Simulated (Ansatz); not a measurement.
Computed with Ansatz on PBE0-D4/def2-TZVP structures; ΔE is electronic, products minus reactants. CCSD(T)/CBS adds triple-zeta CCSD(T) − MP2 to the extrapolated MP2 energy (def2 sets, frozen cores). This one scheme is used for every species. DFT in def2-TZVPP. B3LYP here is the variant with VWN-RPA as its local correlation; programs differ in this. One conformer a species, not always the lowest.

Consider the substitution at a C–C bond: `BC=C(N)C=N` + H–F → `B/C=C(/N)F` + `C=N`.

CCSD(T)/CBS gives +51.3 kJ/mol.

Question: Another level gave +41.9 kJ/mol. Which?
A. B2PLYP/def2-TZVPP
B. MP2/def2-TZVPP
C. PBE0-D4/def2-TZVPP
D. B3LYP/def2-TZVPP

Answer: C. PBE0-D4 41.9, B3LYP 26.7, B2PLYP 36.5, MP2/def2-TZVPP 56.5 kJ/mol.

Largest T1 diagnostic among the species: 0.014.

In def2-TZVPP, CCSD(T) changes the Hartree–Fock value by +36.9 kJ/mol (the triples alone add +5.9 kJ/mol) and MP2 by +47.6 kJ/mol. The D4 term adds +10.9 kJ/mol with B3LYP and +6.1 kJ/mol with PBE0; it sums over pairs of atoms, weighted by their polarisabilities, and B3LYP, whose exchange is more repulsive, gets the larger term.
